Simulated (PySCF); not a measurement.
Bonds: Si1-O2, Si1-O7, Si1-O12, Si1-O17, Si1-O22, Si1-O27, O2-C3, O7-C8, O12-C13, O17-C18, O22-C23, O27-C28. C3 carries H4, H5, H6; C8 carries H9, H10, H11; C13 carries H14, H15, H16; C18 carries H19, H20, H21; C23 carries H24, H25, H26; C28 carries H29, H30, H31.

Total charge -2.

Geometry: PBE0-D3(BJ)/def2-SVP; GIAO shifts from PySCF 2.14, gas phase, non-relativistic, averaged over equivalent atoms.

At KT2/pcSseg-1 (318 basis functions, 2.3 min wall time on 1 thread of an Arm Neoverse V2, shared host):
```tsv
atoms	δ (ppm)
Si1	-172.6
O2/O7/O12/O17/O22/O27	39.5
C3/C8/C13/C18/C23/C28	56.9
H4/H5/H6/H9/H10/H11/H14/H15/H16/H19/H20/H21/H24/H25/H26/H29/H30/H31	3.79
```

Scale: 29Si (σ = 361.05 ppm), 13C (σ = 183.22 ppm), 1H (σ = 31.18 ppm) against TMS; 17O (σ = 330.66 ppm) against H2O (reference shieldings calculated alike).

Question: Estimate the result of repeating the calculation with PBE0/pcSseg-1.

Answer: 
```
                                                              atoms  δ at PBE0/pcSseg-1  change
                                                                Si1              -184.5   -11.9
                                              O2/O7/O12/O17/O22/O27                28.3   -11.2
                                              C3/C8/C13/C18/C23/C28                55.7    -1.2
H4/H5/H6/H9/H10/H11/H14/H15/H16/H19/H20/H21/H24/H25/H26/H29/H30/H31                3.53   -0.26
```

Chemical shifts δ = σref − σ; 29Si (σ = 351.99 ppm), 13C (σ = 184.41 ppm), 1H (σ = 31.27 ppm) vs TMS; 17O (σ = 334.56 ppm) against H2O, all at this level.

The largest change is at Si1 (silicon bonded to 6 O). Cost: 318 basis functions, 2.2 min wall time on 1 thread of an Arm Neoverse V2, shared host.

Experimental scales use liquid or dissolved standards, which lie at an offset from isolated H2O (liquid H2O: subtract about 36 ppm).
